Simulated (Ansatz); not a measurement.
A structure relaxed at PBE0-D4/def2-TZVP, charge 0, multiplicity 1:

| atom | x (Å) | y (Å) | z (Å) |
| --- | --- | --- | --- |
| F1 | 2.1678 | 1.4755 | -0.5621 |
| C2 | 1.1086 | 0.7319 | -0.2553 |
| C3 | 1.1120 | -0.0616 | 0.8742 |
| C4 | -0.0085 | -0.8242 | 1.1645 |
| C5 | -1.1209 | -0.7962 | 0.3379 |
| C6 | -1.1010 | 0.0050 | -0.7860 |
| F7 | -2.1519 | 0.0544 | -1.5996 |
| C8 | 0.0080 | 0.7760 | -1.0964 |
| F9 | 0.0160 | 1.5416 | -2.1781 |
| H10 | 1.9906 | -0.0691 | 1.5063 |
| H11 | -0.0150 | -1.4496 | 2.0481 |
| H12 | -2.0056 | -1.3838 | 0.5465 |

(1) Give its formula and SMILES.

(2) Point group (tolerance 0.08 Å, 0.16 Å for H)?

(3) Summarise the bond lengths by kind.

Answers

(1) C6H3F3, `Fc1cccc(F)c1F`.

(2) C2v.

(3) 3 × C–F 1.325 to 1.330 Å; 6 × C–C 1.380 to 1.386 Å; 3 × C–H 1.082 to 1.083 Å.

Results of the Gaussian-basis code of Ansatz.
